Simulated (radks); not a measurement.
The numbers below are computed, except where a source is named.
Ionisation of the lithium ion Li+, [He], to Li2+, 1s1, under several functionals. Scalar-relativistic Kohn-Sham, spin-polarised, spherical densities, point nucleus; open shells are filled with parallel spins first; a radial shooting solver on a logarithmic mesh with Libxc functionals.

| functional | E(Li+) (hartree) | Exc (hartree) | IE (eV) | -e(HOMO) (eV) | <r> HOMO (bohr) | IE error (eV) |
|---|---|---|---|---|---|---|
| LDA (Slater exchange, Perdew-Wang correlation) | -7.14295 | -1.53009 | 74.568 | 59.597 | 0.5847 | -1.072 |
| LDA (Slater exchange, Perdew-Zunger correlation) | -7.14234 | -1.52938 | 74.548 | 59.588 | 0.5848 | -1.093 |
| B86b exchange with PBE correlation | -7.27337 | -1.67902 | 75.557 | 60.568 | 0.5782 | -0.083 |
| RPBE | -7.28579 | -1.69296 | 75.707 | 60.557 | 0.5780 | +0.067 |
| LDA (Slater exchange, VWN5 correlation) | -7.14359 | -1.53080 | 74.587 | 59.606 | 0.5847 | -1.053 |
| Wu-Cohen GGA | -7.22396 | -1.62467 | 74.952 | 60.143 | 0.5797 | -0.688 |
| XLYP | -7.29091 | -1.69730 | 75.982 | 60.857 | 0.5787 | +0.342 |

NIST Atomic Spectra Database: 75.640 eV (theoretical). Closest: RPBE. The Delta-SCF values span 1.43 eV, the total energies 0.15 hartree. The highest occupied level is 1s.
